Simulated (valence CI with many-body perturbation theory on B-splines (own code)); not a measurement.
## Er44+: one-electron terms

Calculated by valence CI with perturbative core correlation (CI+MBPT): six valence electrons over a frozen Dirac-Fock core [Ar], a basis of 7 s, 7 p, 8 d, 6 f, 4 g, 1 h functions for each j, with the one-electron correlation potential Σ1 (screened to all orders), the two-electron term Σ2, the three-electron term Σ3, Breit, model QED; selected single and double excitations, second order for the rest, scaled by the run's own slope (own B-spline code, finite nucleus).

No measured spectrum was set against this ion. As an estimate, large intervals hold to a few tenths of a per cent, small ones and those within an open d or f shell to about a per cent. Core correlation moves these levels by up to 12000 cm⁻¹, and in measured spectra 5 to 20 % of such shifts remained as error; rates that hang on mixing are uncertain with them. Among the levels kept, up to 1000 cm⁻¹ of a level comes from second order outside the variational space, and about a tenth of that is noise between levels of different J, which matters for small intervals. Only levels of the ground parity were solved; by the run's estimate the other parity begins above the list, which can be wrong where configurations are misplaced.

These are the spectroscopic orbitals of the CI (the correlating ones are not listed), shaped by the core and the other valence electrons. h is the expectation value of the core's Dirac-Fock operator, without the valence repulsion; Σ1 is computed up to l = 3 at one energy for each symmetry, that of its lowest orbital but kept below the first core excitation, so for empty shells it is not the orbital's own correlation shift; Breit and QED include the response of the core, and the two lowest orbitals of each symmetry also the frequency dependence of Breit exchange, which makes a step in that column.

| Orbital | h (hartree) | Σ1 (cm⁻¹) | Breit (cm⁻¹) | QED (cm⁻¹) | ⟨r⟩ (bohr) |
| --- | --- | --- | --- | --- | --- |
| 4s1/2 | -93.985 | -7615 | 10144 | 7711 | 0.4242 |
| 5s1/2 | -57.701 | -2935 | 4959 | 3842 | 0.6911 |
| 6s1/2 | -39.022 | -1475 | 2724 | 2150 | 1.027 |
| 4p1/2 | -91.22 | -10155 | 16042 | 123 | 0.4190 |
| 5p1/2 | -56.327 | -3736 | 8026 | 70.4 | 0.6907 |
| 6p1/2 | -38.245 | -1844 | 4472 | 41.9 | 1.031 |
| 4p3/2 | -88.039 | -9403 | 9496 | 844 | 0.4357 |
| 5p3/2 | -54.782 | -3612 | 4800 | 435 | 0.7111 |
| 6p3/2 | -37.378 | -1813 | 2905 | 248 | 1.056 |
| 3d3/2 | -157.63 | -21229 | 22110 | -1666 | 0.1882 |
| 4d3/2 | -84.237 | -10166 | 8024 | -462 | 0.4127 |
| 5d3/2 | -52.926 | -3958 | 3907 | -211 | 0.6996 |
| 3d5/2 | -155.67 | -19445 | 11593 | -606 | 0.1918 |
| 4d5/2 | -83.509 | -9735 | 4257 | -103 | 0.4171 |
| 5d5/2 | -52.563 | -3757 | 2058 | -36.5 | 0.7050 |
| 4f5/2 | -79.967 | -24375 | 1113 | -304 | 0.3747 |
| 5f5/2 | -50.929 | -9911 | 501 | -146 | 0.6701 |
| 4f7/2 | -79.707 | -19862 | -63.0 | -161 | 0.3765 |
| 5f7/2 | -50.789 | -8036 | 8.9 | -72.4 | 0.6724 |
| 5g7/2 | -49.792 |  | 85.3 | -38.4 | 0.6043 |
| 5g9/2 | -49.727 |  | -32.1 | -3.3 | 0.6054 |

Among the shells of the start configuration 3d6, Σ1 is largest in size for 3d3/2, where it is 0.061 % of h.

Lowest root of each symmetry, sizes in configuration state functions:

```csv
J,Parity,Roots,Reference,Variational,Second order,Change by selected CI (cm⁻¹),Change by second order (cm⁻¹)
0,even,5,26,15410,262109,-34684,-11
1,even,4,60,31691,647336,-29750,-55
2,even,8,86,32520,1163941,-31307,-542
3,even,6,88,30617,1198384,-28098,-721
4,even,7,77,32178,1278734,-29444,-899
5,even,2,52,28777,923859,-29954,-583
6,even,2,31,29163,815167,-29773,-227
```
